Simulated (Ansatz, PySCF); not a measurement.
ZrF₃Cl, SMILES [F][Zr]([F])([F])[Cl], multiplicity 1. Atoms are numbered in the order given.

```xyz
5

Zr     0.0000     0.0000    -0.2185
F     -1.5408     0.8896    -0.8698
F      1.5408     0.8896    -0.8697
F      0.0000    -1.7792    -0.8697
Cl     0.0001     0.0000     2.1323
```
Charge 0, spin multiplicity 1.

The structure is a stationary point at r2SCAN-D4/def2-SVP. The multiplicity is an assumed one; no other spin state was optimised. The structure was generated by enumeration; whether it is a known compound was not checked. The def2 effective core potentials stand for the cores of Zr; spin–orbit coupling is left out.

Two levels are set side by side: PBE-D3(BJ)/def2-SVP (Ansatz, a quantum-chemistry and plane-wave program) and r2SCAN-D4/def2-SVP (Ansatz). Each level has its own optimised geometry; the coordinates shown are those of the second. Frequencies come from the Hessian of PySCF at each geometry. Differences are taken from unrounded values.

```tsv
quantity	r2SCAN-D4
mean bond length (Å)	2.009
bond Zr1–F2 (Å)	1.895
bond Zr1–F3 (Å)	1.895
bond Zr1–F4 (Å)	1.895
bond Zr1–Cl5 (Å)	2.351
highest harmonic wavenumber (cm⁻¹)	711
mean harmonic wavenumber (cm⁻¹)	362
zero-point energy (kcal/mol)	4.65
```

Question: What does PBE-D3(BJ) give, and how far is it from r2SCAN-D4? (An estimate is asked for; the answer gives what the named calculation found.)

Answer: 
| quantity | PBE-D3(BJ) | PBE-D3(BJ) minus r2SCAN-D4 |
|---|---|---|
| mean bond length (Å) | 2.016 | 0.007 |
| bond Zr1–F2 (Å) | 1.903 | 0.008 |
| bond Zr1–F3 (Å) | 1.903 | 0.008 |
| bond Zr1–F4 (Å) | 1.903 | 0.008 |
| bond Zr1–Cl5 (Å) | 2.355 | 0.004 |
| highest harmonic wavenumber (cm⁻¹) | 692 | -18 |
| mean harmonic wavenumber (cm⁻¹) | 354 | -8 |
| zero-point energy (kcal/mol) | 4.55 | -0.10 |
